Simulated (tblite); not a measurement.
Isomers of C4H7N3OSi. Computed values, GFN2-xTB/tblite, gas phase, harmonic and unscaled. This tight-binding method is rough: wavenumbers can miss measured ones by several per cent, in bad cases by 10 to 20. Modes of hydrogen on silicon can be 10 to 20 % off. One conformer each.

Electronic energies: GFN2-xTB at the same geometries; isomer energies are rough at this level and their order can be wrong.

```csv
SMILES,"electronic energy, lowest = 0 (kcal/mol)"
N[SiH2]n1cnc(C=O)c1,23.8
C=Cc1n[nH]c(O[SiH3])n1,17.9
Cc1ncnnc1O[SiH3],22.1
O[SiH2]Nc1cncnc1,0.0
CCO[Si](N)(C#N)C#N,76.4
N#C[Si@@H]1NCCN1C=O,44.1
O=C[SiH2]Cc1ncn[nH]1,74.8
CC(=O)c1n[nH]nc1[SiH3],65.1
C=N[Si@](N)(C=O)CC#N,104.6
```

How do GFN2-xTB zero-point energies change the relative energies?

| SMILES | ZPE (kcal/mol) | of it from modes above 1550 cm⁻¹ | electronic (kcal/mol) | with ZPE, lowest = 0 (kcal/mol) | lowest mode (cm⁻¹) | rings |
| --- | --- | --- | --- | --- | --- | --- |
| O[SiH2]Nc1cncnc1 | 69.3 | 32.0 | 0.0 | 0.0 | 50 | 1 |
| C=Cc1n[nH]c(O[SiH3])n1 | 68.1 | 32.9 | 17.9 | 16.7 | 72 | 1 |
| Cc1ncnnc1O[SiH3] | 67.6 | 29.6 | 22.1 | 20.4 | 72 | 1 |
| N[SiH2]n1cnc(C=O)c1 | 69.0 | 32.1 | 23.8 | 23.5 | 32 | 1 |
| N#C[Si@@H]1NCCN1C=O | 71.2 | 35.0 | 44.1 | 46.0 | 55 | 1 |
| CC(=O)c1n[nH]nc1[SiH3] | 68.0 | 30.2 | 65.1 | 63.8 | 57 | 1 |
| O=C[SiH2]Cc1ncn[nH]1 | 68.8 | 30.9 | 74.8 | 74.3 | 39 | 1 |
| CCO[Si](N)(C#N)C#N | 70.3 | 38.2 | 76.4 | 77.4 | 17 | 0 |
| C=N[Si@](N)(C=O)CC#N | 68.3 | 39.2 | 104.6 | 103.6 | 25 | 0 |

The zero-point energies span 3.6 kcal/mol, from `Cc1ncnnc1O[SiH3]` to `N#C[Si@@H]1NCCN1C=O`. The order is unchanged.

What do entropy and thermal enthalpy add at 298.15 K and 1 bar (rigid rotor, harmonic oscillator, one conformer each)?

| SMILES | point group | symmetry number | S (cal/(mol K)) | H − H(0) (kcal/mol) | ZPE + H − H(0) − TS (kcal/mol) |
| --- | --- | --- | --- | --- | --- |
| O[SiH2]Nc1cncnc1 | C1 | 1 | 96.2 | 6.54 | 47.1 |
| C=Cc1n[nH]c(O[SiH3])n1 | Cs | 1 | 97.0 | 6.63 | 45.8 |
| Cc1ncnnc1O[SiH3] | Cs | 1 | 97.8 | 6.72 | 45.2 |
| N[SiH2]n1cnc(C=O)c1 | C1 | 1 | 98.9 | 6.85 | 46.4 |
| N#C[Si@@H]1NCCN1C=O | C1 | 1 | 98.7 | 6.89 | 48.7 |
| CC(=O)c1n[nH]nc1[SiH3] | Cs | 1 | 97.1 | 6.71 | 45.8 |
| O=C[SiH2]Cc1ncn[nH]1 | C1 | 1 | 98.0 | 6.64 | 46.2 |
| C=N[Si@](N)(C=O)CC#N | C1 | 1 | 111.4 | 8.30 | 43.4 |

Not tabulated: `CCO[Si](N)(C#N)C#N` (lowest mode only 17 cm⁻¹).
